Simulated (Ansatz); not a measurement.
(1) Predict a relaxed structure of Ga₄As₅⁻, charge -1, singlet, at PBE-D4/def2-SVP (Ansatz).

Results:

(1) 
```xyz
9

Ga    0.9983    2.5235   -1.2413
Ga   -0.2504   -2.3355    1.5816
Ga    0.6836    0.4619    0.7794
Ga   -1.0550   -1.5013   -0.9997
As    1.0441   -0.8774    2.7791
As   -1.4237    0.8909   -0.8000
As   -0.8245    2.2877   -2.6790
As    2.4414    2.0773    0.5161
As   -1.6139   -3.5271    0.0639
```
 This is one stationary point.

The structure comes from a short search, and lower isomers may exist.
